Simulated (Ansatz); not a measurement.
Relaxation of BF$_{2}$H$_{4}$NO (9 atoms, charge 0, multiplicity 1), to a largest force component of 0.03 eV/Å in at most 50 steps.

The calculation used RHF/def2-SVP in Ansatz 0.2.0.

```xyz
9
Properties=species:S:1:pos:R:3
B -0.015 0.403 -0.488
O -0.099 -0.038 2.086
H -0.939 -0.081 2.523
F 1.008 -0.405 -0.650
N -1.291 0.062 -0.934
H -1.502 -0.839 -1.305
H -2.060 0.697 -0.893
F 0.221 1.617 -0.007
H 0.089 0.907 1.991
```

Q: Where does it end, and by what steps?

A: It converged. The force dipped under the threshold on the way, but the program's further checks kept it going. After 32 steps the energy has fallen by 0.111 eV; H9 moved furthest, 1.31 Å.

| step | energy less start (eV) | largest force component (eV/Å) | accepted |
| --- | --- | --- | --- |
| 0 | 0.0000 | 1.234 | yes |
| 2 | -0.0411 | 0.584 | no |
| 4 | -0.0485 | 0.298 | yes |
| 6 | -0.0523 | 0.326 | yes |
| 8 | -0.0555 | 0.093 | yes |
| 10 | -0.0507 | 0.730 | no |
| 12 | -0.0577 | 0.318 | yes |
| 14 | -0.0483 | 1.080 | no |
| 16 | -0.0646 | 0.369 | yes |
| 18 | -0.0816 | 0.141 | yes |
| 20 | -0.0986 | 0.096 | yes |
| 22 | -0.1045 | 0.067 | yes |
| 24 | -0.1069 | 0.044 | yes |
| 26 | -0.1087 | 0.283 | no |
| 28 | -0.1106 | 0.061 | yes |
| 30 | -0.1110 | 0.015 | yes |
| 32 | -0.1111 | 0.007 | yes |

```xyz
9
Properties=species:S:1:pos:R:3
B -0.220 0.558 -0.462
O -0.425 -0.007 2.286
H -0.341 0.925 2.426
F 0.930 -0.079 -0.311
N -1.283 -0.018 -1.145
H -1.265 -0.967 -1.453
H -2.167 0.436 -1.231
F -0.280 1.801 -0.014
H 0.463 -0.328 2.228
```

Whether the end is a true minimum wasn't checked by a vibrational analysis.

Time of the run: 38 s on 1 thread of Intel(R) Xeon(R) 6975P-C (Granite Rapids) (shared host), peak memory 0.18 GiB.
